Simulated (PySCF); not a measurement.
Deuteron quadrupole couplings in `CC1(C)CCCS1(=O)=O`

Species: C₆H₁₂O₂S.
Atom-mapped SMILES: `[CH3:1][C:2]1([CH3:3])[CH2:4][CH2:5][CH2:6][S:7]1(=[O:8])=[O:9]` (hydrogens: H10, H11, H12 on C1; H13, H14, H15 on C3; H16, H17 on C4; H18, H19 on C5; H20, H21 on C6)

Geometry (PBE0-D3(BJ)/def2-SVP, Å), atoms numbered from 1 in this order:
```
atom  x, y, z in Å
C1    -1.5448   -0.2587    1.3475
C2    -0.6115    0.0368    0.1872
C3    -1.3587    0.5873   -1.0186
C4     0.3152   -1.1299   -0.1653
C5     1.5297   -0.5759   -0.9163
C6     2.0510    0.6199   -0.1283
S7     0.6108    1.3190    0.7440
O8     0.2624    2.6309    0.1976
O9     0.8332    1.1547    2.1824
H10   -0.9800   -0.5391    2.2465
H11   -2.2212   -1.0838    1.0746
H12   -2.1597    0.6200    1.5929
H13   -2.0888   -0.1607   -1.3660
H14   -0.6915    0.8325   -1.8567
H15   -1.8945    1.5081   -0.7516
H16   -0.2237   -1.8840   -0.7599
H17    0.6451   -1.6206    0.7657
H18    1.2355   -0.2634   -1.9296
H19    2.3114   -1.3403   -1.0344
H20    2.7433    0.3321    0.6744
H21    2.4927    1.4218   -0.7330
```

Level: PBE0/pcSseg-1 (PySCF, non-relativistic); Q(2H) = 0.00286 b; rigid geometry, the same for H and D, with no vibrational averaging.

Task: What are Vzz, η and χzz (234.96 MHz × Q × Vzz) at all hydrogens?

Result: 
```tsv
atom	bonded to	bond length (Å)	Vzz (au)	η	χzz (kHz)
H10	C1	1.098	0.2896	0.04	195
H11	C1	1.101	0.2914	0.03	196
H12	C1	1.100	0.2894	0.04	194
H13	C3	1.101	0.2906	0.03	195
H14	C3	1.099	0.2937	0.05	197
H15	C3	1.098	0.2908	0.05	195
H16	C4	1.101	0.2886	0.02	194
H17	C4	1.103	0.2804	0.01	188
H18	C5	1.100	0.2857	0.01	192
H19	C5	1.100	0.2900	0.02	195
H20	C6	1.098	0.2851	0.02	192
H21	C6	1.097	0.2898	0.02	195
```

One conformer (not necessarily the lowest) at the PBE0-D3(BJ)/def2-SVP geometry, without solvent, vibrations or thermal averaging. The basis is small and wasn't made for field gradients, so the couplings can be 20 % off.

The run behind these numbers computed NMR shieldings as well. The run took 82 s on one thread, Arm Neoverse N1, on a shared host.
